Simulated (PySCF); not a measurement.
Ar²⁺: excitation energy

Ar²⁺ [Ne] 3s2 3p4 (3P) → Ar²⁺ [Ne] 3s1 3p5 (3P), as a difference of total energies. Computed with PySCF 2.14 in x2c-TZVPPall, with scalar relativity by spin-free X2C-1e. Correlated levels: valence and next inner shell: 1s2 frozen. The calculations carry no spin-orbit coupling.

```csv
method,excitation energy (eV)
UHF,17.320
MP2 (valence and next inner shell),15.710
SCS-MP2 (valence and next inner shell),15.530
CCSD (valence and next inner shell),14.690
CCSD(T) (valence and next inner shell),14.255
```

Problem. How much does correlation contribute at CCSD(T) (valence and next inner shell)?

Solution. 14.255 − (17.320) = -3.065 eV, measured against UHF.

The coupled-cluster amplitudes are large for the upper state (T1 above 0.03 or a double amplitude above 0.15), so a single reference is strained.
